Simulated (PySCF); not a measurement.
[AgF6]3- holds Ag(III), d8, at total charge -3. The structure is a model geometry with rigid ligands and bond lengths from ionic radii and axial bond length changed to 0.95 of its base value, not a minimum; coordination octahedral, point group D4h, metal–donor distances 1.95–2.05 Å.

The d shell alone is too small an active space for [AgF6]3- (an active orbital has only 0.67 squared overlap with the free ion's shell): its levels, fitted parameters, g values and moments show what this model gives and aren't sound predictions.

```
7

Ag    0.0000    0.0000    0.0000
F     0.0000    0.0000    1.9475
F     0.0000    0.0000   -1.9475
F     2.0500    0.0000    0.0000
F    -2.0500    0.0000    0.0000
F     0.0000    2.0500    0.0000
F     0.0000   -2.0500    0.0000
```

Method (PySCF 2.14, density fitting): CASSCF(8,5) with orbitals averaged over all microstates of the shell, strongly contracted NEVPT2 on the averaged canonical orbitals; basis x2c-TZVPall on the metal, x2c-SVPall elsewhere; spin-free X2C; IEF-PCM water; spin-orbit coupling by state interaction with the mean-field operator over all roots.

(1) Which term lies lowest, and with what spin?

(2) Where do the spin-allowed transitions within the shell lie?

(3) Which is the lowest state of another spin?

(4) What ligand-field parameters describe the result?

(5) What magnetic behaviour follows?

NEVPT2 lifts 3B2g (from 3T2g) from 16762 to 22712 cm⁻¹; on the d shell alone it tends to overshoot states that fill the eg-type orbitals. NEVPT2 on the d shell alone tends to put d–d bands too high for such charged or covalently bound ions.

The job took 9.1 s on one thread of Arm Neoverse V1 (shared host), with 147 basis functions, launched as `OMP_NUM_THREADS=1 python lf_run.py task.json out`.

## Answers

(1) 3B1g (from 3A2g) (S = 1, orbital degeneracy 1), with 6.0 electrons in the lower (t2g-type) set and 2.0 in the upper (eg-type) set, by NEVPT2.

(2) By NEVPT2: 3B2g (from 3T2g) at 22712 cm⁻¹ (440 nm); 3Eg (from 3T2g) at 24063 cm⁻¹ (416 nm); 3Eg (from 3T1g) at 30603 cm⁻¹ (327 nm); 3A2g (from 3T1g) at 35244 cm⁻¹ (284 nm); 3A2g (from 3T1g) at 49744 cm⁻¹ (201 nm); 3Eg (from 3T1g) at 51253 cm⁻¹. All are electric-dipole forbidden at this geometry.

(3) 1A1g (from 1Eg) at 7499 cm⁻¹ by NEVPT2; CASSCF alone puts it at 10816 cm⁻¹ above the same ground state.

(4) At CASSCF level (the NEVPT2 levels don't fit a ligand-field model well): orbital energies 0, 1279, 1279, 17683, 22588 cm⁻¹; 10Dq = 19282 cm⁻¹ (difference of the means of the two sets); B = 828 cm⁻¹; C = 3391 cm⁻¹; B over its free-ion value at the same level 0.791; rms of the fit 454 cm⁻¹; ζ = 1683 cm⁻¹ (free ion 1914).

(5) The ground multiplet follows a spin Hamiltonian with S = 1, g = 2.178, 2.178, 2.200, D = -4.67 cm⁻¹, E/|D| = 0.00 (spin-orbit part alone); the lowest levels hold 99 % of the spin-free ground state. μeff is 3.11 μB at 300 K and 3.06 μB at 10 K; the spin-only value is 2.83 μB.
